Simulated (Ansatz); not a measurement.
System: sum formula AlOF (charge +1, doublet). 
Coordinates optimised at B3LYP-D3(BJ)/def2-TZVP (Ansatz, a first-principles code):
```xyz
3

Al     0.0000     0.0000    -0.0237
O      0.0000     0.0000    -1.7289
F      0.0000     0.0000     1.5710
```
Charge +1, spin multiplicity 2.

Basis-set convergence of Hartree-Fock and CCSD correlation energies (hartree) with Ansatz. Cores are frozen in the correlated levels unless marked. Open shells are spin-unrestricted. Spin-orbit coupling is left out. Non-relativistic.

```
basis            functions       E(HF)  E(corr, CCSD)
---------------  ---------  ----------  -------------
aug-cc-pV(D+d)Z         78  -415.98450       -0.41129
aug-cc-pV(T+d)Z        147  (withheld)     (withheld)
```

Q: Complete the blanks.

A: 
- aug-cc-pV(T+d)Z, E(HF): -416.04157
- aug-cc-pV(T+d)Z, E(corr, CCSD): -0.50802
